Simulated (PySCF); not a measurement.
## UHF on Be (beryllium, neutral)

Configuration: [He] 2s2, closed-shell 1S. Calculation: PySCF 2.14, in cc-pVTZ; no relativity, point nucleus.

| Property | Result |
| --- | --- |
| Total energy | -14.572873 hartree |
| One-electron energy | -19.0621 hartree |
| Hartree (Coulomb) energy | 7.1562 hartree |
| Exchange energy | -2.6669 hartree |
| Kinetic energy | 14.57288 hartree |
| ⟨S²⟩ | 0.0000 |
| ⟨L²⟩ | 0.000 |
| Sum of ⟨r⟩ | 6.128 bohr |
| Sum of ⟨r²⟩ | 17.31 bohr² |
| Density at the nucleus (Gaussians lack the cusp) | 34.4 bohr⁻³ |
| Langevin diamagnetic susceptibility | -13.7 ×10⁻⁶ cm³/mol |
| Time after the integrals | 0.2 s of wall time on 1 thread of Neoverse-N1 (shared host) |

```tsv
shell	electrons	mean orbital energy (hartree)	rms radius, mean of both spins (bohr)
1s	2	-4.73256	0.483
2s	2	-0.30925	2.90
```
